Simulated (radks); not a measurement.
Results of a calculation; reference values are marked as such.
Si2+, configuration [He] 2s1.75 2p6 3s2 3p0.25 (fractional occupations, a model configuration). Level of theory: Dirac Kohn-Sham, LDA (Slater exchange, Perdew-Wang correlation), spin-unpolarised, spherical densities, finite nucleus; open shells fill j = l - 1/2 first; Fermi nuclear charge, rms radius 3.1224 fm (a radial shooting solver on a logarithmic mesh with Libxc functionals). Some entries of the table are withheld. Estimate them.

| orbital | occ. | eigenvalue (hartree) | r(max) (bohr) |
|---|---|---|---|
| 1s1/2 | 2 | -66.41167 | (1) |
| 2s1/2 | 1.75 | (2) | 0.4543 |
| 2p1/2 | 2 | (3) | 0.3837 |
| 2p3/2 | 4 | (4) | 0.3854 |
| 3s1/2 | 2 | -1.09142 | 1.656 |
| 3p1/2 | 0.25 | -0.79147 | 1.847 |
| 3p3/2 | 0 | -0.78936 | 1.852 |
| 3d3/2 | 0 | (5) | 2.354 |
| 3d5/2 | 0 | (6) | 2.355 |
| 4s1/2 | 0 | -0.36238 | 4.214 |
| 4p1/2 | 0 | -0.27957 | 4.897 |
| 4p3/2 | 0 | -0.27905 | 4.906 |
| 4f5/2 | 0 | -0.14393 | 6.052 |
| 4f7/2 | 0 | -0.14392 | 6.052 |

Answer. 
(1) 1s1/2 r(max) (bohr): 0.07283
(2) 2s1/2 eigenvalue (hartree): -6.05880
(3) 2p1/2 eigenvalue (hartree): -4.49744
(4) 2p3/2 eigenvalue (hartree): -4.47317
(5) 3d3/2 eigenvalue (hartree): -0.41297
(6) 3d5/2 eigenvalue (hartree): -0.41290
